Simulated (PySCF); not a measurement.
Species: 1,4-dimethylimidazole, C5H8N2.
Numbering: `[CH3:1][c:2]1[cH:3][n:4]([CH3:5])[cH:6][n:7]1`

Cartesian coordinates in Å at the GFN2-xTB level; atoms count from 1:
```xyz
15
C5H8N2 angstrom
C      2.5962   -0.2223   -0.2358
C      1.1639    0.0835    0.0269
C      0.0471   -0.5817   -0.4015
N     -1.0285    0.1003    0.1028
C     -2.4102   -0.2318   -0.0897
C     -0.5171    1.1373    0.8033
N      0.7860    1.1563    0.7786
H      2.7226   -1.2761   -0.4721
H      2.9635    0.3695   -1.0743
H      3.1895    0.0306    0.6390
H     -0.0716   -1.4599   -1.0030
H     -2.6902   -0.1228   -1.1408
H     -2.6012   -1.2630    0.2155
H     -3.0258    0.4354    0.5118
H     -1.1286    1.8526    1.3173
```

NICS = −σ at a ghost point: NICS(0) at the centroid of the ring atoms, NICS(1) 1 Å to either side along the normal of their mean plane, zz for the tensor component along that normal. Level: GIAO PBE0/pcSseg-1 (PySCF, non-relativistic, gas phase) on the GFN2-xTB geometry, one conformer.

Ring bond lengths (Å), with Mayer bond orders in brackets: C2–C3 1.369 (1.51), C3–N4 1.370 (1.11), N4–C6 1.352 (1.18), C6–N7 1.303 (1.61), N7–C2 1.363 (1.35).

Problem. Give the NICS values of each ring in ppm.

Solution. 
```csv
ring,type,NICS(0),"NICS(1), two faces","NICS(1)zz, two faces",rms pucker (Å),"centre to ring atoms, mean (Å)"
C2–C3–N4–C6–N7,5-membered ring with 2 N; formal bonds all aromatic,-12.4,-10.7 / -10.8,-28.2 / -28.7,0.00,1.15
```

Problem. What can be read from them?

Solution. 
- C2–C3–N4–C6–N7: mean NICS(1)zz -28.5 ppm, shielded, aromatic by this magnetic criterion (flat ring, no four-coordinate atom).

Problem. How equal are the bonds by HOMA? HOMA = 1 − mean of α(R − Ropt)² over the ring bonds, with Krygowski's 1993 parameters (CC: Ropt 1.388 Å, α 257.7 Å⁻²; CN: Ropt 1.334 Å, α 93.52 Å⁻²).

Solution. 
- C2–C3–N4–C6–N7: HOMA 0.92; the largest term is that of C3–N4, α(R − Ropt)² = 0.12. The geometric and the magnetic index point the same way.

Problem. List the ring angles and the Hirshfeld charges of the ring atoms.

Solution. 
- C2–C3–N4–C6–N7: C2 109.2° (+0.016 e), C3 106.5° (-0.056 e), N4 106.0° (-0.010 e), C6 112.3° (+0.027 e), N7 106.0° (-0.219 e); sum 540.0° against 540° for a flat convex ring.

Problem. How shielded are the nuclei of the rings and their hydrogens (means over atoms taken as equivalent)?

Solution. 
```
atoms                          environment  σ isotropic (ppm)  principal values of the symmetric part, first atom (ppm)
   C2          substituted aromatic carbon               40.4                                        -33.3, 31.4, 123.1
   C3  aromatic CH next to a ring nitrogen               67.3                                         -8.0, 80.6, 129.2
   N4                pyrrole-type nitrogen               85.0                                       -26.3, 110.1, 171.3
   C6  aromatic CH next to a ring nitrogen               47.3                                        -21.9, 63.7, 100.2
   N7               pyridine-type nitrogen              -39.6                                     -237.8, -101.3, 220.4
  H11                    aromatic hydrogen              25.08                                          22.3, 25.0, 28.0
  H15                    aromatic hydrogen              24.71                                          21.2, 25.5, 27.4
```
